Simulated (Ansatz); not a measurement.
Consider the isomerisation: `F[SiH2]C[SiH2]F` → `C[SiH2][SiH](F)F`.

Calculated with Ansatz (gas phase, PBE0-D4/def2-TZVP geometries, no zero-point term in ΔE). CBS: MP2 limit from def2 TZ/QZ plus the TZ coupled-cluster correction, frozen cores. Functionals use def2-TZVPP. Each species was taken in one conformer, which may not be the lowest.

`F[SiH2]C[SiH2]F`:

Cartesian coordinates in Å:
```
F 1.289 0.707 -2.520
Si 0.295 -0.115 -1.570
C 0.445 0.528 0.164
Si -0.625 -0.276 1.449
F -0.346 0.415 2.867
H 0.686 -1.544 -1.648
H -1.079 0.072 -2.096
H 0.214 1.600 0.150
H 1.491 0.423 0.477
H -0.308 -1.718 1.586
H -2.064 -0.092 1.140
```

`C[SiH2][SiH](F)F`:

Z-matrix (Å, degrees):
```
C
Si 1 1.873
H 1 1.092 2 110.6
H 1 1.092 2 110.6 3 119.9
H 1 1.092 2 110.7 3 -120.1
Si 2 2.343 1 110.8 3 -59.9
H 2 1.490 1 111.4 3 -179.7
H 2 1.490 1 111.4 3 59.8
F 6 1.597 2 109.4 1 58.1
F 6 1.597 2 109.4 1 -58.1
H 6 1.483 2 117.1 1 -180.0
```

CCSD(T)/CBS gives +8.2 kJ/mol.

Question: Another level gave -8.7 kJ/mol. Which?
A. r2SCANh/def2-TZVPP
B. revPBE-D4/def2-TZVPP
C. CCSD(T)/def2-TZVPP
D. PBE0/def2-TZVPP

Answer: B. revPBE-D4 -8.7, CCSD(T)/def2-TZVPP 8.0, r2SCANh 2.8, PBE0 -3.1 kJ/mol.

Largest T1 diagnostic among the species: 0.012.

From r2SCAN to r2SCAN0 (25 % exact exchange), in def2-TZVPP and without D4, ΔE moves by +3.1 kJ/mol. Leaving LDA and LC-ωPBE aside and taking each functional with its dispersion term where it has one, the values, not all of them listed here, spread over 20.0 kJ/mol, from PBE-D4 to ωB97M-V. LDA lies +3.6 kJ/mol from PBE without D4.
